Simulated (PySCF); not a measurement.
Delta-SCF ions had no search for a lower state. Excitations are Tamm–Dancoff values on a coarser integration grid. The basis has no diffuse functions, so Rydberg states are missing or too high.

Z-matrix (Å, degrees):
```
C
H 1 1.0897
H 1 1.0897 2 110.27
H 1 1.1027 2 105.88 3 114.04
B 1 1.5472 2 115.03 4 113.94
H 5 1.1938 1 120.89 2 156.79
H 5 1.1939 6 118.09 1 -176.52
```
Charge 0, multiplicity 1.

Task: What HOMO, vertical ionisation energy (Delta-SCF) and T1 excitation (TDA) does CAM-B3LYP-D3(BJ)/def2-TZVP run with PySCF give?

Result: 
```yaml
HOMO: -10.49 eV
vertical ionisation energy (Delta-SCF): 11.87 eV
T1 excitation (TDA): 5.22 eV
```
